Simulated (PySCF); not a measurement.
H$_{2}$F$_{2}$SSi, singlet, at a GFN2-xTB geometry. Base run: LC-WPBE/6-31G, TDA run with PySCF.

The PySCF input:
```python
from pyscf import gto, scf, dft, tdscf

mol = gto.M(
    atom='''
Si   -0.43294657    0.19464555    0.35920645
F    -1.56097505   -0.68912823   -0.32481742
F    -0.49406170    1.57197833   -0.44174029
S     1.45055031   -0.72034231    0.01238124
H    -0.78645530    0.43973871    1.72912091
H     2.13423290    0.41504970   -0.05709177
''',
    basis='6-31g',
    verbose=4,
)

mf = dft.RKS(mol)
mf.xc = 'lc_wpbe'
mf.kernel()
td = mf.TDA()
td.nstates = 5
td.kernel()
td.analyze()
```

Each row names what was changed in the base input (with any setting that the change needs).

```csv
change,first excitation (eV),oscillator strength of the first,second (eV),core-seconds (rough)
base,7.20,0.011,7.58,40
nstates = 2,7.20,0.011,7.58,30
guess vectors = 13 for 5 states,7.20,0.011,7.58,40
functional = camb3lyp,(withheld),0.005,(withheld),40
functional = pbe,6.22,0.003,6.76,20
functional = bhandhlyp,(withheld),0.005,(withheld),20
functional = m062x,6.83,0.010,7.02,50
functional = blyp,(withheld),(withheld),(withheld),10
response = full linear response,7.19,0.010,7.55,70
functional = pbe0,6.80,0.006,7.14,20
nstates = 10,7.20,0.011,7.58,40
```

Some entries are withheld; supply them.


- functional = camb3lyp, first excitation (eV): 6.89
- functional = camb3lyp, second (eV): 7.17
- functional = bhandhlyp, first excitation (eV): 7.13
- functional = bhandhlyp, second (eV): 7.38
- functional = blyp, first excitation (eV): 6.16
- functional = blyp, oscillator strength of the first: 0.002
- functional = blyp, second (eV): 6.65

An iterative solver can miss low states, so a row lists the states that it found.
